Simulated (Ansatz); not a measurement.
A run for Ansatz (a program for electronic structure): R-B3LYP-D3(BJ)/def2-TZVP on F2Mg (SMILES [F][Mg][F]).

Ansatz 0.2 input:
```yaml
crystal:
  periodic: [false, false, false]
  atoms:
    - {symbol: Mg, position_ang: [0.00800000, 0.00520000, -0.11610000]}
    - {symbol: F, position_ang: [1.75580000, -0.00620000, 0.06600000]}
    - {symbol: F, position_ang: [-1.76370000, 0.00100000, 0.05010000]}
basis:
  gaussian:
    orbitals: def2-TZVP
hamiltonian:
  xc: b3lyp
  dispersion: d3bj
relax: {f_tol: 0.004, max_steps: 120}
scf: {lower_state_search: off}
```

Q: What total energy does the run end on?

A: -400.0121 hartree.

Q: How many basis functions does it have, and what does it roughly cost on one machine?

A: 94 functions; around 5 core-seconds (rough).
